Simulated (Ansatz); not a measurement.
Input for Ansatz (a first-principles code): R-wB97X-V/def2-TZVPP on HCl (SMILES Cl).

Ansatz 0.2 input:
```yaml
crystal:
  periodic: [false, false, false]
  atoms:
    - {symbol: Cl, position_ang: [-0.00000000, -0.00000000, 0.64100645]}
    - {symbol: H, position_ang: [0.00000000, 0.00000000, -0.64100645]}
basis:
  gaussian:
    orbitals: def2-TZVPP
hamiltonian:
  xc: {name: wB97X-V}
scf: {lower_state_search: off}
```

Task: What total energy does the run end on?

Result: -460.7488 hartree.
